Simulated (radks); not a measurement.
The nuclear charge of the sulfur ion S2+ is varied continuously with 14 electrons held in [Ne] 3s2 3p2. Calculated with a radial shooting solver on a logarithmic mesh with Libxc functionals: non-relativistic Kohn-Sham, PBE, spin-polarised, spherical densities, point nucleus; open shells are filled with parallel spins first. By the Hellmann-Feynman theorem dE/dZ = E(electron-nucleus)/Z, the electronic potential at the nucleus.

Z     E (hartree)  E(electron-nucleus)/Z (hartree)  HOMO  e(HOMO) (eV)  <r> HOMO (bohr)
15.6   -373.78011                         -56.4305    3p       -23.009            1.880
15.8   -385.15573                         -57.3255    3p       -25.944            1.815
16     -396.71029                         -58.2201    3p       -29.014            1.755
16.2   -408.44372                         -59.1142    3p       -32.217            1.699
16.4   -420.35595                         -60.0080    3p       -35.553            1.647
16.6   -432.44690                         -60.9015    3p       -39.021            1.598
16.8   -444.71651                         -61.7946    3p       -42.619            1.553
17     -457.16473                         -62.6875    3p       -46.347            1.510

The central difference of E at Z = 16 is -58.220 hartree, to compare with the third column; the second derivative is -4.47 hartree.
